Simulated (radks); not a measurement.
Question: The mean radii <r> (bohr) of the occupied orbitals of an atom or ion are listed with their occupations. All-electron calculation, scalar-relativistic Kohn-Sham, PBE, spin-polarised, spherical densities, point nucleus. Program: a radial shooting solver on a logarithmic mesh with Libxc functionals.

orbital  occ.      <r>
1s          2  0.02063

Name the element and its charge. Open shells, if any, are filled with parallel spins first.

Answer: Z = 67, holmium, charge +65: Ho65+ in [He]. The 1s radius gives Z: for a bare nucleus <r> = (2 gamma + 1)/(2Z) with gamma = sqrt(1 - (Z/c)^2), 0.02048 bohr for Z = 67, and screening makes it slightly larger (0.02063 here). The occupations add up to 2, and the charge is Z minus that.
